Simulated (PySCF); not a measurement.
Gas-phase reaction: SnH₄ + SH → SnS + 5 H

Method: PySCF energies (xtb for GFN2) plus ideal-gas RRHO corrections (1 bar). † marks an energy on the PBE0/def2-TZVP geometry and frequencies; other levels use their own. MP2 freezes the core. Open shells (unrestricted): SH (multiplicity 2, electronic degeneracy 4), H (multiplicity 2); the rest are closed-shell singlets. GFN2 has no spin-polarisation term. Spin-orbit splitting is ignored; it lowers the true energy and changes the entropy of SH. B3LYP is the form with VWN-RPA correlation. Sn: scalar-relativistic def2 core potential, no spin-orbit coupling. MP2 isn't extrapolated to the basis-set limit; its ΔH°(298 K) is 809.3 kJ in def2-SVP and 824.3 kJ in def2-TZVPP. The harmonic model lacks anharmonicity and excited electronic states, which grow with temperature; levels with a mode under 35 cm⁻¹ are left out.

| level | ΔE electronic, kJ | ΔH°(298 K), kJ | ΔS°(298 K), J/K | ΔG°(1200 K), kJ |
|---|---|---|---|---|
| B3LYP/def2-TZVP† | 967 | 906 | 390 | 404 |
| GFN2-xTB | 1126 | 1068 | 392 | 565 |
| HF/def2-TZVP† | 801 | 740 | 390 | 238 |
| MP2/def2-TZVPP† | 885 | 824 | 390 | 322 |
| PBE0/def2-QZVP† | 939 | 878 | 390 | 376 |
| PBE0/def2-SVP† | 933 | 872 | 390 | 370 |
ΔH° is lowest at HF/def2-TZVP† and highest at GFN2-xTB. No reference value is set beside these.
